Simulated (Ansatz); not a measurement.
Reactions of F₂H₂O₂Si, SMILES `O[Si](O)(F)F`.

Isolated molecules relaxed with PBE0-D4/def2-TZVP in Ansatz; ΔE leaves out vibrations. CCSD(T)/CBS adds triple-zeta CCSD(T) − MP2 to the extrapolated MP2 energy (def2 sets, frozen cores). This one scheme is used for every species, atoms too. Functionals use def2-TZVPP. Open shells (•) are unrestricted, without spin–orbit coupling. Spin–orbit coupling would lower the free atoms: a little for F. One conformer a species, not always the lowest.

```tsv
reaction	PBE-D4 (kcal/mol)	ωB97X-V (kcal/mol)	HF/CBS(def2) (kcal/mol)
`O[Si](O)(F)F` + H₂ → `O[SiH](F)F` + H₂O	20.3	21.7	21.6
`O[Si](O)(F)F` + `N[SiH](O)F` → `O[SiH](F)N[Si](O)(F)F` + H₂O	6.6	7.7	10.9
`O[Si](O)(F)F` + `O[SiH3]` → `O[Si](O)(F)O[SiH3]` + H–F	4.9	4.8	5.2
`O[Si](O)(F)F` → `OF` + `O[Si]F`	183.6	195.9	211.5
`O[Si](O)(F)F` + H–F → `O[Si](F)(F)F` + H₂O	-8.1	-8.6	-10.4
`O[Si](O)(F)F` + F• → `[O][Si](O)(F)F`• + H–F	-15.6	-9.9	-1.9
`O[Si](O)(F)F` + `O[SiH](O)O` → `O[SiH](O)O[Si](O)(F)F` + H₂O	-5.3	-5.6	-5.4
`O[Si](O)(F)F` → F₂ + `O[Si]O`	219.6	233.9	254.3
`O[Si](O)(F)F` + NH₃ → `N[Si](O)(F)F` + H₂O	9.0	9.8	11.6
`O[Si](O)(F)F` + H₂O → `O[Si](O)(O)F` + H–F	8.7	9.2	10.8
```

Q: Give the CCSD(T)/CBS values in the same order. (Best estimate.)

A: Computed: 21.6, 7.0, 3.7, 200.8, -8.8, -10.1, -6.6, 238.7, 9.4, 9.2 kcal/mol.

Largest T1 diagnostic: 0.015, for `O[Si]O`.
